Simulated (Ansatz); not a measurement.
Sn3H2, relaxed as a singlet with RKS PBE-D4/def2-SVP in Ansatz, starting from the GFN1-xTB geometry. Force threshold 0.02 eV/Å.

In the def2 sets Sn takes a core potential; there is no spin–orbit coupling. The restricted singlet is unstable towards broken spin symmetry in Hartree–Fock (as tested in another run); at PBE-D4/def2-SVP this wasn't settled. Another isomer (singlet) lies 0.28 eV lower at PBE0-D4/def2-TZVP; other spin states weren't run for this one.

Start:

```xyz
5

Sn   -0.6463   -0.1344    0.6963
Sn    1.4144   -1.7752    0.7915
Sn    1.4693    0.1185   -1.3748
H    -2.0694    0.8744    0.7687
H    -0.1679    0.9167   -0.8817
```

| step | energy (eV) | largest force component (eV/Å) | SCF passes |
| --- | --- | --- | --- |
| 1 | -17527.2966 | 0.872 | 15 |
| 2 | -17527.3073 | 0.707 | 21 |
| 3 | -17527.3562 | 0.136 | 21 |
| 4 | -17527.3593 | 0.092 | 21 |
| 5 (rejected) | -17527.3592 | 0.187 | 21 |
| 6 | -17527.3608 | 0.037 | 21 |
| 7 | -17527.3613 | 0.020 | 20 |

Force components are those of the run's own axes.

End:

```
atom    x (Å)    y (Å)    z (Å)
 Sn1  -0.6629  -0.1524   0.7302
 Sn2   1.4485  -1.8340   0.8279
 Sn3   1.4710   0.1246  -1.3814
  H4  -2.0778   0.8753   0.7759
  H5  -0.1789   0.9865  -0.9526
```

By distances, no bond broke or formed. The bond that changes most is Sn1–H5, from 1.96 to 2.09 Å (atoms count from 1).

No frequencies were taken in this run, so the end may be a saddle point.

Hardware: 4 threads of Arm Neoverse N1 on a shared host. Wall time 7.5 s.
